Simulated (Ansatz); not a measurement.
C$_{2}$H$_{6}$AlFOSi (`C=C(F)[SiH2][O][AlH2]`) at its PBE0-D4/def2-TZVP geometry, where that method's forces vanish. Charge 0, multiplicity 1.

```json
{"atom": "C1", "x (Å)": "-1.257", "y (Å)": "0.071", "z (Å)": "1.808"}
{"atom": "C2", "x (Å)": "-0.523", "y (Å)": "-0.004", "z (Å)": "0.720"}
{"atom": "F3", "x (Å)": "0.692", "y (Å)": "0.737", "z (Å)": "0.758"}
{"atom": "Si4", "x (Å)": "-0.651", "y (Å)": "-0.864", "z (Å)": "-0.974"}
{"atom": "O5", "x (Å)": "0.686", "y (Å)": "-0.340", "z (Å)": "-1.697"}
{"atom": "Al6", "x (Å)": "1.861", "y (Å)": "0.715", "z (Å)": "-0.966"}
{"atom": "H7", "x (Å)": "-0.962", "y (Å)": "0.650", "z (Å)": "2.674"}
{"atom": "H8", "x (Å)": "-2.194", "y (Å)": "-0.471", "z (Å)": "1.839"}
{"atom": "H9", "x (Å)": "-0.694", "y (Å)": "-2.332", "z (Å)": "-0.758"}
{"atom": "H10", "x (Å)": "-1.913", "y (Å)": "-0.433", "z (Å)": "-1.626"}
{"atom": "H11", "x (Å)": "3.170", "y (Å)": "0.029", "z (Å)": "-0.404"}
{"atom": "H12", "x (Å)": "1.784", "y (Å)": "2.241", "z (Å)": "-1.373"}
```

Problem. For each bond, give half the difference of the two atoms' forces along it (eV/Å; positive pushes the atoms apart) under PBE-D4, r2SCAN-D4, B3LYP-D4, ωB97M-V in def2-TZVPP. (Estimate.)

Solution. Computed: 
```tsv
bond	length (Å)	PBE-D4	r2SCAN-D4	B3LYP-D4	ωB97M-V
C1–C2	1.314	0.33	0.10	-0.03	-0.09
C1–H7	1.084	0.01	-0.08	-0.07	-0.05
C1–H8	1.083	0.01	-0.05	-0.07	-0.05
C2–F3	1.424	0.45	0.44	0.40	0.30
C2–Si4	1.904	-0.28	-0.15	0.01	0.09
Si4–O5	1.608	0.41	0.06	0.13	0.12
Si4–H9	1.485	0.01	-0.02	-0.13	-0.19
Si4–H10	1.484	0.01	-0.02	-0.13	-0.19
O5–Al6	1.739	0.15	0.02	0.10	0.14
Al6–H11	1.582	-0.01	-0.02	-0.11	-0.14
Al6–H12	1.582	-0.01	-0.02	-0.11	-0.14
```

B3LYP here is the variant with VWN-RPA as its local correlation; programs differ in this.
